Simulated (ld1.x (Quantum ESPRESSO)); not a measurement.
# What one change does to a pseudopotential (Pb, ultrasoft)

ld1.x (Quantum ESPRESSO) 7.5 input, shortened:

```
&input
   title='Pb', zed=82., rel=1, dft='PBE', iswitch=3,
   config='[Xe] 4f14 5d10 6s2 6p1.5'
 /
 &inputp
   pseudotype=3, tm=.true., lloc=-2, rcloc=1.95,
   nlcc=.true.,
   which_augfun='PSQ', rmatch_augfun=1.75
 /
6
6S  1  0   2.00   0.00  1.65  2.00  0.0
6S  1  0   0.00   1.15  1.65  2.00  0.0
6P  2  1   1.50   0.00  1.75  2.15  0.0
6P  2  1   0.00   1.20  1.75  2.15  0.0
5D  3  2  10.00   0.00  1.60  2.20  0.0
5D  3  2   0.00  -1.50  1.60  2.20  0.0
 &test
   configts(1)='5d10 6s2 6p1.5'
 /
```

All-electron outer shells of the reference configuration (PBE, scalar-relativistic, ld1.x):

```csv
shell,level (eV),outermost node (bohr),outermost maximum (bohr)
4f,-136.54,–,0.35
5p,-89.48,0.49,0.88
5d,-24.81,0.52,1.07
6s,-15.47,1.01,1.95
6p,-6.53,1.18,2.57
```

Change: core correction a·sin(br)/r model core inside 2.22 bohr.

Cutoffs: the cutoffs (Ry, on a coarse ladder) from which the occupation-weighted sum of valence levels, in a spherical-Bessel basis at the reference potential, stays within 10 and 1 mRy of its value at 400 Ry; they do not see the model core or the augmentation charge, which bear on the density cutoff. Errors are all-electron minus pseudo energies relative to the spin-unpolarised reference configuration.

Problem. Predict the effect on cutoff, ghosts and configuration errors.

Solution. The potential gets neither clearly harder nor softer (25 Ry and 40 Ry → 25 Ry and 40 Ry); of the 7 tests that both files solve, the error grows in 0 and shrinks in 4 by more than 15 % and 0.3 meV (median size 7.3 → 4.1 meV); neither file shows a bound ghost. The default core radius of the base comes out at 0.89 bohr. A wider model core is smoother and lowers the density cutoff, which this test does not measure.

| quantity | base | changed |
| --- | --- | --- |
| cutoff, loose | 25 Ry | 25 Ry |
| cutoff, tight | 40 Ry | 40 Ry |
| bound ghosts | none | none |
| error for 5d10 6s2 6p2, meV [ΔE -2.49 eV] | +1.0 | +1.1 |
| error for 5d10 6s2 6p1, meV [ΔE 4.08 eV] | -2.2 | -1.9 |
| error for 5d10 6s2 6p0, meV [ΔE 17.53 eV] | -13 | -7.8 |
| error for 5d9 6s2 6p2, meV [ΔE 24.67 eV] | -33 | +13 |
| error for 5d10 6s1 6p2, meV [ΔE 13.61 eV] | -7.3 | -4.1 |
| error for 5d10 6s2 6p2.3, meV [ΔE -3.29 eV] | +1.2 | +1.4 |
| error for 5d9 6s2 6p3, meV [ΔE 16.83 eV] | -30 | +25 |
| s: phases at 2.40 bohr within 0.05 rad from the reference energy up to (Ry; the scan ends near 5) | 4.7 | 4.7 |
| p: phases at 2.40 bohr within 0.05 rad from the reference energy up to (Ry; the scan ends near 5) | 3.4 | 3.4 |
| d: phases at 2.40 bohr within 0.05 rad from the reference energy up to (Ry; the scan ends near 5) | to the end of the scan | to the end of the scan |
| lowest overlap eigenvalue by channel | s 0.47, p 0.56, d 0.85 | s 0.47, p 0.56, d 0.85 |
